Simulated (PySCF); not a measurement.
C₃H₇ClSi, SMILES Cl/C=C/[SiH2]C.

Geometry: ωB97X-D3(BJ)/def2-SVP. The structure was generated by enumeration; whether it is a known compound was not checked. One conformer was computed; it need not be the lowest.

These are PySCF 2.14.0 with TDA-PBE/def2-SVPD values and carry that method's errors.

Vertical excitations. Gas-phase values at a fixed geometry.

Q: List the lowest excited states. (An estimate is asked for; the answer gives what the named calculation found.)

A: 
```
state  energy (eV)  λ (nm)      f                                                             main pairs
-----  -----------  ------  -----  ---------------------------------------------------------------------
S1            5.88     211  0.002                                                       HOMO−1→LUMO 99 %
S2            5.99     207  0.381                                                         HOMO→LUMO 71 %
S3            6.29     197  0.002                                                       HOMO→LUMO+1 93 %
S4            6.40     194  0.001                                     HOMO−2→LUMO 68 %, HOMO→LUMO+2 24 %
S5            6.47     192  0.005                    HOMO→LUMO+2 52 %, HOMO−3→LUMO 27 %, HOMO−2→LUMO 8 %
S6            6.63     187  0.005                   HOMO→LUMO+3 42 %, HOMO−3→LUMO 37 %, HOMO−2→LUMO 12 %
S7            6.71     185  0.001                                     HOMO−4→LUMO 66 %, HOMO→LUMO+3 21 %
S8            6.80     182  0.010  HOMO→LUMO+3 34 %, HOMO−4→LUMO 19 %, HOMO−3→LUMO 17 %, HOMO→LUMO+2 8 %
S9            7.12     174  0.001                                                       HOMO→LUMO+4 98 %
S10           7.27     171  0.003                                                       HOMO→LUMO+5 96 %
T1            4.01     309      0                                                         HOMO→LUMO 97 %
T2            5.70     218      0                                                       HOMO−1→LUMO 97 %
T3            5.88     211      0                                                       HOMO→LUMO+1 96 %
T4            6.16     201      0                   HOMO−3→LUMO 57 %, HOMO−4→LUMO 21 %, HOMO−2→LUMO 17 %
```
Triplets are in the Tamm–Dancoff approximation.
